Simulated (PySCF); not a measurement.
A PySCF script (with the pyscf-properties extension) for the NMR shieldings of `[Si@H](OC)(CC#N)[SiH2]N`, C3H10N2OSi2, on a GFN2-xTB geometry:

```python
import basis_set_exchange as bse
import numpy as np
from pyscf import gto, dft
from pyscf.prop import nmr

atoms = """
C     2.650546   -1.044193   -0.762037
O     1.896176    0.078757   -0.432712
Si    0.516666    0.113432    0.435464
C     0.180937    2.008193    0.368004
C    -1.130031    2.249133    0.855800
N    -2.200636    2.373889    1.246418
Si   -1.216154   -1.108009   -0.504523
N    -2.765912   -0.842600    0.196003
H     3.497892   -0.718132   -1.365439
H     2.053576   -1.760407   -1.331817
H     3.019579   -1.539353    0.138797
H     0.839475   -0.181546    1.849781
H     0.899390    2.562297    0.971825
H     0.250241    2.368058   -0.659223
H    -0.997678   -2.557940   -0.379426
H    -1.395658   -0.795743   -1.932501
H    -3.120418    0.101611    0.228985
H    -2.986750   -1.301131    1.064945
"""
names = dict.fromkeys(["C", "O", "Si", "N", "H"], "pcSseg-1")
basis = {el: gto.basis.parse(bse.get_basis(n, elements=[el], fmt="nwchem")) for el, n in names.items()}
mol = gto.M(atom=atoms, basis=basis, charge=0, verbose=0)
mf = dft.RKS(mol, xc="PBE0")
mf.grids.level = 2
mf.grids.alignment = dft.numint.BLKSIZE   # the property module wants whole blocks of grid points
mf.conv_tol = 1e-9
mf.kernel()

calc = nmr.RKS(mf)   # GIAO
C = mf.mo_coeff
Co = C[:, mf.mo_occ > 0]
resp = mf.gen_response(singlet=True, hermi=2)
def vind(x):   # induced exchange potential for any number of trial vectors
    d = np.einsum("pi,xij,qj->xpq", C, 2 * x.reshape(-1, C.shape[1], Co.shape[1]), Co, optimize=True)
    return np.einsum("xpq,pi,qj->xij", resp(d - d.transpose(0, 2, 1)), C, Co, optimize=True).ravel()
mo1, _ = nmr.rhf.solve_mo1(calc, with_cphf=vind)
sigma = calc.kernel(mo1)
for i, s in enumerate(sigma):   # ppm
    print("%2d %-2s %9.2f" % (i, mol.atom_pure_symbol(i), np.trace(s) / 3))
```

Question: What does it print?

Answer: 
```
 0 C     133.13
 1 O     333.68
 2 Si    367.59
 3 C     185.32
 4 C      62.58
 5 N     -25.80
 6 Si    406.67
 7 N     272.48
 8 H      27.82
 9 H      28.31
10 H      28.17
11 H      26.45
12 H      29.59
13 H      29.90
14 H      26.51
15 H      26.43
16 H      31.65
17 H      32.01
```

These numbers come from an equivalent density-fitted implementation of the same equations, which agrees with the script to about 0.01 ppm for H and up to a few tenths of a ppm for heavy atoms, so last digits may differ.

Question: Turn these shieldings into chemical shifts. Chemical shifts δ = σref − σ; $^{13}$C (σ = 186.93 ppm) and $^{29}$Si (σ = 349.16 ppm) and $^{1}$H (σ = 31.72 ppm) vs TMS; H2O for $^{17}$O (σ = 336.08 ppm); $^{15}$N (σ = 267.73 ppm) vs NH3, all at this level.

Answer: Averaging equivalent atoms: C 4: 124.3; C 0: 53.8; C 3: 1.6; O 1: 2.4; Si 2: -18.4; Si 6: -57.5; N 5: 293.5; N 7: -4.8; H 15: 5.28; H 11: 5.26; H 14: 5.21; H 8/9/10: 3.62; H 12: 2.13; H 13: 1.81; H 16/17: -0.11 ppm. Experimental scales use liquid or dissolved standards, which lie at an offset from isolated NH3 (liquid NH3: subtract about 20 ppm) and H2O (liquid H2O: subtract about 36 ppm). Unscaled 15N shifts of sp2 nitrogen come out 20 to 40 ppm too high even then.

Size and cost of the density-fitted run: 200 basis functions, 58 s wall time on 1 thread of an Arm Neoverse N1, shared host; peak memory 0.83 GiB.
